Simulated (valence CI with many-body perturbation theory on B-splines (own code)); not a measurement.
## Energy levels of Sb46+

Computed by configuration interaction combined with many-body perturbation theory (CI+MBPT): three valence electrons over a frozen Dirac-Fock core [He], radial functions for each j: 11 s, 11 p, 9 d, 7 f, 5 g, 2 h, 1 i, with the one-electron correlation potential Σ1 (screened to all orders), the two-electron term Σ2, the three-electron term Σ3, Breit, model QED; selected single and double excitations, second order for the rest (own B-spline code, finite nucleus).

The last digits are not significant, and no measured levels were compared; by estimate large intervals hold to a few tenths of a per cent, small ones and those within an open d or f shell to about a per cent.

Levels 91 to 100 of 100, with energies above the lowest level, (2s^2 2p1/2) J=1/2. "Leading %" is the weight of the configuration and term that name the level; weights of strongly mixed levels are sums over their largest components and can fall short. In the jj column 3d3/2^4 stands for four electrons in 3d with j = 3/2. Lifetimes count E1, E2, E3, M1 and M2 decay at the calculated energies, and are blank where another channel may lead or the interval is too uncertain; long ones can be off by a factor of two.

```json
{"No.": "91", "Configuration": "2p²3p", "Term": "²P°", "J": "1/2", "E (Ry)": "388.10", "Leading %": "85", "Lifetime": "10.2 fs", "Second component": "8 % 2p²3p ⁴D°", "Leading jj": "2p1/2 2p3/2 3p3/2 (98 %)"}
{"No.": "92", "Configuration": "2p²3d", "Term": "²G", "J": "7/2", "E (Ry)": "388.49", "Leading %": "44", "Lifetime": "849 fs", "Second component": "34 % 2p²3d ⁴F", "Leading jj": "2p1/2 2p3/2 3d3/2 (91 %)"}
{"No.": "93", "Configuration": "2p²3d", "Term": "⁴D", "J": "7/2", "E (Ry)": "389.13", "Leading %": "49", "Lifetime": "90.3 fs", "Second component": "29 % 2p²3d ⁴F", "Leading jj": "2p1/2 2p3/2 3d5/2 (96 %)"}
{"No.": "94", "Configuration": "2p²3d", "Term": "²F", "J": "5/2", "E (Ry)": "389.24", "Leading %": "32", "Lifetime": "2.95 fs", "Second component": "29 % 2p²3d ⁴P", "Leading jj": "2p1/2 2p3/2 3d3/2 (74 %)"}
{"No.": "95", "Configuration": "2p²3d", "Term": "²D", "J": "3/2", "E (Ry)": "389.56", "Leading %": "43", "Lifetime": "3.60 fs", "Second component": "32 % 2p²3d ⁴D", "Leading jj": "2p1/2 2p3/2 3d3/2 (71 %)"}
{"No.": "96", "Configuration": "2p²3d", "Term": "⁴P", "J": "1/2", "E (Ry)": "390.17", "Leading %": "39", "Lifetime": "2.29 fs", "Second component": "30 % 2p²3d ²P", "Leading jj": "2p1/2 2p3/2 3d3/2 (98 %)"}
{"No.": "97", "Configuration": "2p²3d", "Term": "²G", "J": "9/2", "E (Ry)": "390.19", "Leading %": "60", "Lifetime": "928 fs", "Second component": "40 % 2p²3d ⁴F", "Leading jj": "2p1/2 2p3/2 3d5/2 (100 %)"}
{"No.": "98", "Configuration": "2p²3d", "Term": "⁴P", "J": "3/2", "E (Ry)": "390.25", "Leading %": "44", "Lifetime": "2.65 fs", "Second component": "35 % 2p²3d ²P", "Leading jj": "2p1/2 2p3/2 3d5/2 (71 %)"}
{"No.": "99", "Configuration": "2p²3d", "Term": "²F", "J": "5/2", "E (Ry)": "390.32", "Leading %": "38", "Lifetime": "2.87 fs", "Second component": "33 % 2p²3d ⁴D", "Leading jj": "2p1/2 2p3/2 3d5/2 (79 %)"}
{"No.": "100", "Configuration": "2p²3d", "Term": "²D", "J": "5/2", "E (Ry)": "391.26", "Leading %": "60", "Lifetime": "1.96 fs", "Second component": "21 % 2p²3d ⁴P", "Leading jj": "2p1/2 2p3/2 3d5/2 (92 %)"}
```
